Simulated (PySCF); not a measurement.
```xyz
4
charge 0 multiplicity 3, angstrom
Pd    0.0000    0.0000   -0.0722
O     0.0000    0.0000    1.6594
F     1.8246    0.0000   -0.4833
F    -1.8246    0.0000   -0.4833
```

All numbers come from UPBE0/[Pd def2-SVP with ECP28, O def2-SVP, F def2-SVP], scalar-relativistic core potentials, density fitting, no spin–orbit coupling, PySCF.

This geometry of PdOF₂ is a stationary point at this level.

**Question.** What is the point group?

**Answer.** C2v.

**Question.** Is it a minimum?

**Answer.** Yes: all harmonic wavenumbers are real.

**Question.** What are the dipole moment and the gap between the highest occupied and lowest empty levels of either spin?

**Answer.** 0.24 D and 3.66 eV.

**Question.** Give the atomic charges and bond orders.

**Answer.** 
| atom | Mulliken | Löwdin | polar tensor | spin (Mulliken) | Mayer order to Pd1 |
| --- | --- | --- | --- | --- | --- |
| Pd1 | 0.88 | 0.28 | 1.18 | 0.61 | – |
| O2 | -0.14 | 0.11 | -0.14 | 1.24 | 1.56 |
| F3,4 | -0.37 | -0.19 | -0.52 | 0.07 | 0.86 |

This need not be the most stable arrangement of these atoms. With open d or f shells other occupations or spin states may lie lower. At this level a triplet minimum of Cs symmetry lies 2 kJ/mol below this structure.
